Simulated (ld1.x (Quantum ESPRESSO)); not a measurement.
**Pb: variants of one TM potential**

Base potential:

lead (Pb), norm-conserving Troullier–Martins (Kleinman–Bylander form), made with ld1.x (Quantum ESPRESSO) 7.5 (PBE, scalar-relativistic). Core [Kr] 4d10 4f14 5s2, reference 5p6 5d10 6s2 6p2. Waves: 6s (bound): rc 1.60 bohr; 5d (bound): rc 1.75 bohr; 5p (bound): rc 1.50 bohr. Local part: the p channel. Core correction: none.

Occupied shells without a wave of their own: 6p. They enter only through the test configuration that unscreens the potential.

Cutoffs, loose and tight: the cutoffs (Ry, on a coarse ladder) from which the occupation-weighted sum of valence levels, in a spherical-Bessel basis at the reference potential, stays within 10 and 1 mRy of its value at 400 Ry. They do not see the model core or the augmentation charge, which bear on the density cutoff. Test errors are all-electron minus pseudo excitation energies from the reference, over the configurations 5p6 5d10 6s2 6p1; 5p6 5d10 6s2 6p0; 5p6 5d10 6s1 6p0; 5p6 5d10 6s2 6p2.3; 5p6 5d10 6s2 6p1.5; 5p6 5d9 6s2 6p3; 5p6 5d9 6s2 6p2. A dash means not determined; rows that change the core or the reference have their own tests.

A true bound ghost makes a file unfit for plane-wave use even where its test errors are small: the radial tests pick states by their node count and pass the ghost by.

On the changes marked as counting shells twice: ld1.x takes every shell without a wave as core, so the model core holds the marked electrons as well and exchange and correlation see them twice. This cancels in the reference configuration, but the file is broken for other ones, and its errors say nothing about a proper core correction.

```tsv
change	outcome	cutoff, loose	cutoff, tight	bound ghosts	largest test error (meV)
base	generated, misses its reference levels by 0.42 eV	70 Ry	120 Ry	s	-2089
core correction a·sin(br)/r model core inside 0.56 bohr (6p counted twice)	generated, misses its reference levels by 0.42 eV	70 Ry	120 Ry	s	-2749
core correction a·sin(br)/r model core inside 0.78 bohr (6p counted twice)	generated, misses its reference levels by 0.42 eV	70 Ry	120 Ry	s	-2749
core correction a·sin(br)/r model core inside 1.06 bohr (6p counted twice)	generated, misses its reference levels by 0.42 eV	70 Ry	120 Ry	s	-2748
core correction a·sin(br)/r model core inside 1.20 bohr (6p counted twice)	generated, misses its reference levels by 0.42 eV	70 Ry	120 Ry	s	-2747
core correction a·sin(br)/r model core inside 1.46 bohr (6p counted twice)	generated, misses its reference levels by 0.42 eV	70 Ry	120 Ry	s	-2745
core correction a·sin(br)/r model core inside 1.78 bohr (6p counted twice)	generated, misses its reference levels by 0.42 eV	70 Ry	120 Ry	s	-2744
```
